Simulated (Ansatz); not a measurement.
Basis-set series for `C[SiH2]CC=S`. Charge 0, multiplicity 1. Geometry: relaxed with PBE0-D4/def2-TZVP. It is one conformer, not always the lowest.

| functional | basis | functions | energy (Eh) | HOMO (eV) | LUMO (eV) |
| --- | --- | --- | --- | --- | --- |
| PBE0-D4 | def2-SVP | 118 | -806.10260 | -6.17 | -1.85 |
| PBE0-D4 | def2-TZVPP | 289 | -806.47310 | -6.33 | -2.01 |
| ωB97M-V | def2-SVP | 118 | -806.38207 | -8.38 | 0.33 |
| ωB97M-V | def2-TZVPP | 289 | -806.76095 | -8.56 | 0.09 |

Question: Give the rows for def2-QZVPP. (An estimate is asked.)

Answer: Ansatz gave: 
```
functional       basis  functions  energy (Eh)  HOMO (eV)  LUMO (eV)
   PBE0-D4  def2-QZVPP        551   -806.50190      -6.37      -2.06
   ωB97M-V  def2-QZVPP        551   -806.78828      -8.61       0.01
```

Positive LUMOs are unbound and depend on the basis.
